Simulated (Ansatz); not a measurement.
Consider the formal exchange of groups at the In–C bond: `O[CH2][In]([F])[SiH3]` + `CNCO` → `[CH3][In]([F])[SiH3]` + `OCNCO`.

Isolated molecules relaxed with PBE0-D4/def2-TZVP in Ansatz; ΔE leaves out vibrations. CBS: MP2 limit from def2 TZ/QZ plus the TZ coupled-cluster correction, frozen cores. DFT in def2-TZVPP. B3LYP here is the variant with VWN-RPA as its local correlation; programs differ in this. Elements past krypton have def2 core potentials. For In outer-core shells are correlated without core-valence functions, which leaves a few kJ/mol of doubt a bond. Each species was taken in one conformer, which may not be the lowest.

Q: Is it downhill or uphill in electronic energy at CCSD(T)/CBS, and by how much? (An estimate is asked.)

A: Ansatz gave: Downhill: ΔE = -17.9 kcal/mol.

Q: What do these levels give: r2SCAN-D4, PBE0-D4, ωB97X-V, ωB97M-V, PBE, r2SCAN, PBE0, B3LYP, SCS-MP2/def2-TZVPP, HF/def2-QZVPP, HF/CBS(def2), MP2/CBS(def2)? (Estimate.)

A: Computed: r2SCAN-D4 -17.4, PBE0-D4 -17.1, ωB97X-V -17.9, ωB97M-V -18.1, PBE -15.6, r2SCAN -17.3, PBE0 -16.8, B3LYP -15.9, SCS-MP2/def2-TZVPP -18.0, HF/def2-QZVPP -17.0, HF/CBS(def2) -17.0, MP2/CBS(def2) -18.8 kcal/mol.

Largest T1 diagnostic among the species: 0.015.

In def2-TZVPP, CCSD(T) changes the Hartree–Fock value by −1.0 kcal/mol (the triples alone add −0.2 kcal/mol) and MP2 by −1.9 kcal/mol. From PBE to PBE0 (25 % exact exchange), in def2-TZVPP and without D4, ΔE moves by −1.2 kcal/mol.
